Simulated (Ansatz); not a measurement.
Reactions of FH4IN2Zr, SMILES `[NH2][Zr]([NH2])([F])[I]`.

Gas-phase electronic energies from Ansatz, PBE0-D4/def2-TZVP geometries. CCSD(T)/CBS is the MP2 limit (def2-TZVPP, def2-QZVPP) plus CCSD(T) − MP2 in def2-TZVPP, frozen cores. This one scheme is used for every species. DFT in def2-TZVPP. Elements past krypton have def2 core potentials. For I, In, Mo, Sn, Ti, Zr outer-core shells are correlated without core-valence functions, which leaves a few kJ/mol of doubt a bond. Scalar relativity is left out up to krypton. One conformer a species, not always the lowest.

```
                                                                                                               reaction  CCSD(T)/CBS(def2) (kcal/mol)
                                                     `[NH2][Zr]([NH2])([F])[I]` + HCl → `[NH2][Zr]([F])([Cl])[I]` + NH₃                             ?
                                `[NH2][Zr]([NH2])([F])[I]` + `[F][InH][F]` → `[NH2][Zr]([NH2])([F])[F]` + `[F][InH][I]`                         -24.0
    `[NH2][Zr]([NH2])([F])[I]` + `[NH2][Ti]([OH])([OH])[OH]` → `[NH2][Zr]([NH2])([NH2])[F]` + `[OH][Ti]([OH])([OH])[I]`                           3.8
    `[NH2][Zr]([NH2])([F])[I]` + `[NH2][Sn]([Cl])([Cl])[Cl]` → `[NH2][Zr]([F])([Cl])[I]` + `[NH2][Sn]([NH2])([Cl])[Cl]`                          -5.8
`[NH2][Zr]([NH2])([F])[I]` + `[NH]=[Mo](=[NH])([NH2])[Cl]` → `[NH2][Zr]([F])([Cl])[I]` + `[NH]=[Mo](=[NH])([NH2])[NH2]`                          -2.4
```

Problem. Fill in the missing values. (Best estimate.)

Solution. Computed: `[NH2][Zr]([NH2])([F])[I]` + HCl → `[NH2][Zr]([F])([Cl])[I]` + NH₃: -23.5 kcal/mol.

Largest T1 diagnostic: 0.024, for `[NH2][Ti]([OH])([OH])[OH]`.
